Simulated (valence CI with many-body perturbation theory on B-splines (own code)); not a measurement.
# From CI to CI+MBPT in Tc³⁰⁺

Calculated by configuration interaction combined with many-body perturbation theory (CI+MBPT): three valence electrons over a frozen Dirac-Fock core [Ne], radial functions for each j: 11 s, 11 p, 9 d, 7 f, 5 g, 2 h, 1 i, with the one-electron correlation potential Σ1, the two-electron term Σ2, the three-electron term Σ3, Breit, model QED; selected CI, second order for the rest (own B-spline code, finite nucleus).

No measured spectrum was set against this ion. As an estimate, large intervals hold to a few tenths of a per cent, small ones and those within an open d or f shell to about a per cent.

Each rung adds one term. CI alone is the Dirac-Coulomb CI over the frozen core; QED comes last and gives the full result, which names the levels. Energies are above 3s2 3p 2P°_1/2 on the same rung, in cm⁻¹.

Names give the largest LS component (configuration and term), which can be under half, so a name can repeat, a term be missing and a line seem to break the LS rules; names also repeat where a configuration has a term twice. Letters in brackets count levels of one name in rising energy.

```csv
Level,CI alone,Σ1,Σ2,Σ3,Breit,QED,Full
3s2 3p 2P°_3/2,231158,+382,+207,+6,-3984,+432,228201
3s 3p2 4P_1/2,563620,-1459,+906,+128,+3696,-4800,562091
3s 3p2 4P_3/2,712834,-1138,+1669,+177,+372,-4401,709513
3s 3p2 4P_5/2,773060,-1091,+1185,+151,-901,-4284,768120
3s 3p2 2D_3/2,869098,-1074,+34,+118,-937,-3887,863351
3s 3p2 2P_1/2,945494,-1163,-3596,-28,+886,-4563,937030
3s 3p2 2D_5/2,984569,-741,+1233,+159,-4440,-3430,977351
3s2 3d 2D_3/2,1150100,-940,-3913,-129,-4385,-1975,1138750
3s 3p2 2S_1/2,1176600,-753,-2117,-64,-3004,-4047,1166610
3s 3p2 2P_3/2,1229380,-828,-4441,-179,-4511,-2795,1216630
3s2 3d 2D_5/2,1235190,-674,-4055,-313,-7612,-635,1221900
3p3 2D°_3/2,1478230,-2558,-1283,+261,+3069,-8493,1469230
3s 3p 3d 4F°_3/2,1578180,-2469,+179,+37,-1567,-5194,1569160
3s 3p 3d 4F°_5/2 [a],1596270,-2374,+664,+219,-2315,-5823,1586640
3p3 4S°_3/2,1646040,-2246,-1360,+235,-604,-7898,1634160
3s 3p 3d 4F°_5/2 [b],1646570,-2179,+246,+133,-3367,-5817,1635590
3s 3p 3d 4F°_7/2,1697010,-2094,-182,-3,-5562,-4670,1684500
3s 3p 3d 4D°_3/2,1714620,-2334,-2510,-129,-2839,-4844,1701970
3s 3p 3d 4D°_1/2,1716570,-2427,-2815,-91,-2127,-4845,1704260
3s 3p 3d 4P°_5/2,1721010,-2157,-2220,-137,-3638,-5275,1707590
3p3 2P°_1/2,1772660,-2171,-1887,+170,-353,-8173,1760250
3s 3p 3d 2F°_5/2 [a],1826240,-2206,-2618,-294,-3717,-5419,1811980
3s 3p 3d 4F°_9/2,1844660,-1738,+868,+24,-9011,-4287,1830520
3s 3p 3d 2D°_3/2 [a],1861510,-2154,-3452,-128,-3590,-5801,1846380
3s 3p 3d 4D°_5/2,1883020,-2073,-2195,-78,-6219,-4574,1867880
3s 3p 3d 4D°_7/2,1886610,-1938,-1930,-45,-7746,-4398,1870550
3s 3p 3d 4P°_1/2,1885330,-2073,-1385,-206,-5293,-4444,1871930
3s 3p 3d 4P°_3/2 [a],1886620,-2114,-2246,-220,-4772,-5078,1872190
3s 3p 3d 4P°_3/2 [b],1905330,-1853,-854,+11,-5668,-5992,1890970
3s 3p 3d 2D°_5/2 [a],1952780,-1805,-2543,-143,-7728,-4664,1935900
3s 3p 3d 2D°_3/2 [b],2014850,-2107,-5676,-401,-4447,-5372,1996850
```

The middle columns are the shifts that each term adds.

Question: How does the ionisation energy move along the ladder, and which term matters most?

Answer: CI alone 1705.4, + Σ1 1706.3, + Σ2 1706.2, + Σ3 1706.1, + Breit 1704.8, + QED 1704.8 eV. The largest step is Breit, -1.3 eV. NIST lists 1689 ± 8 eV (semi-empirical).
